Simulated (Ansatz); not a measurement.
Al(H2S)Cl3 (AlH₂SCl₃). Total charge 0; singlet. Geometry PBE0-D4/def2-SVP.

Cartesian coordinates in Å:
```
Al -0.6741 0.1829 -0.7272
S 1.3453 -0.4990 0.5607
H 1.4704 0.6372 1.2856
H 0.6955 -1.1486 1.5545
Cl 0.2332 1.5822 -2.0111
Cl -1.8689 0.9488 0.8352
Cl -1.2014 -1.7034 -1.4977
```

B3LYP takes the VWN-RPA correlation.

(1) Estimate the orbital energies around the gap (eV) in Ansatz with HF/6-31G, PBE-D4/def2-SVP, B3LYP-D4/6-31G, PBE0-D4/def2-TZVP, r2SCAN0-D4/def2-TZVP.

## Answers

(1) 
| orbital | HF/6-31G | PBE-D4/def2-SVP | B3LYP-D4/6-31G | PBE0-D4/def2-TZVP | r2SCAN0-D4/def2-TZVP |
| --- | --- | --- | --- | --- | --- |
| HOMO−13 | -29.86 | -19.59 | -22.53 | -22.39 | -23.00 |
| HOMO−12 | -29.79 | -19.59 | -22.47 | -22.38 | -22.98 |
| HOMO−11 | -18.60 | -12.92 | -14.85 | -14.41 | -14.71 |
| HOMO−10 | -17.58 | -11.56 | -13.47 | -13.15 | -13.40 |
| HOMO−9 | -16.05 | -10.56 | -12.20 | -12.17 | -12.42 |
| HOMO−8 | -14.75 | -9.20 | -10.94 | -10.74 | -11.00 |
| HOMO−7 | -14.57 | -9.02 | -10.77 | -10.66 | -10.93 |
| HOMO−6 | -14.41 | -8.94 | -10.66 | -10.54 | -10.80 |
| HOMO−5 | -13.08 | -7.71 | -9.32 | -9.39 | -9.65 |
| HOMO−4 | -13.05 | -7.68 | -9.27 | -9.37 | -9.63 |
| HOMO−3 | -12.84 | -7.56 | -9.19 | -9.17 | -9.42 |
| HOMO−2 | -12.84 | -7.47 | -9.09 | -9.14 | -9.39 |
| HOMO−1 | -12.75 | -7.44 | -9.08 | -9.07 | -9.31 |
| HOMO | -12.54 | -7.07 | -8.75 | -8.74 | -8.99 |
| LUMO | 2.19 | -1.74 | -1.24 | -1.13 | -0.97 |
| LUMO+1 | 2.53 | -1.27 | -1.22 | -0.58 | -0.29 |
| LUMO+2 | 2.72 | -0.40 | -0.71 | 0.09 | 0.36 |
| LUMO+3 | 3.46 | 0.30 | 0.09 | 0.63 | 0.87 |
| LUMO+4 | 4.27 | 1.44 | 1.39 | 1.55 | 1.83 |
| LUMO+5 | 4.40 | 1.50 | 1.49 | 1.60 | 1.88 |
